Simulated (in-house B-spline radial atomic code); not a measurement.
Configurations of P II (P+), with energies counted from [Ne] 3s2 (3p1/2)2. Level of theory: Dirac-Hartree-Fock, average of each configuration as written, Fermi nucleus of rms radius 3.1889 fm; calculated with an all-electron radial atomic-structure program (B-spline basis). Energies include first-order Breit, QED and recoil terms.

Occupations are held fixed; configurations that lie above the ionisation limit could autoionise.

| configuration | E - E(ref) (eV) | highest orbital | its <r> (bohr) |
| --- | --- | --- | --- |
| [Ne] 3s1 (3p3/2)3 | 9.3407 | 3p3/2 | 2.145 |
| [Ne] 3s2 (3p3/2)1 (5f7/2)1 | 15.909 | 5f7/2 | 15.62 |
| [Ne] 3s2 (3p1/2)1 (7f7/2)1 | 16.91 | 7f7/2 | 33.58 |
| [Ne] 3s1 (3p1/2)1 (3p3/2)1 (7f5/2)1 | 25.979 | 7f5/2 | 33.5 |
| [He] 2s2 (2p1/2)2 (2p3/2)3 3s2 (3p1/2)2 (5g9/2)1 | 147.91 | 5g9/2 | 13.75 |
| [He] 2s2 (2p1/2)2 (2p3/2)3 3s2 (3p1/2)2 (6d3/2)1 | 148.33 | 6d3/2 | 21.77 |

(1) Order these further configurations by energy, lowest first.
A. [Ne] 3s1 (3p1/2)2 (6g9/2)1
B. [Ne] 3s2 (3p1/2)1 6s1
C. [Ne] 3s2 (3p1/2)1 (4d3/2)1
D. [Ne] 3s2 (3p1/2)1 (3p3/2)1
E. [Ne] 3s2 (3p3/2)2

(2) How far above the reference does [Ne] 3s1 (3p3/2)2 (5g9/2)1 lie?

(3) Is the reference the lowest configuration at this level of theory?

## Answers

(1) D (-0.52265 eV), E (-0.26994 eV), C (14.014 eV), B (15.405 eV), A (26.148 eV).

(2) 25.202 eV; its least bound orbital is 5g9/2 with <r> = 13.75 bohr.

(3) No: [Ne] 3s2 (3p1/2)1 (3p3/2)1 lies 0.5226 eV lower. Averages of configurations without correlation can order differently from the measured ground levels.
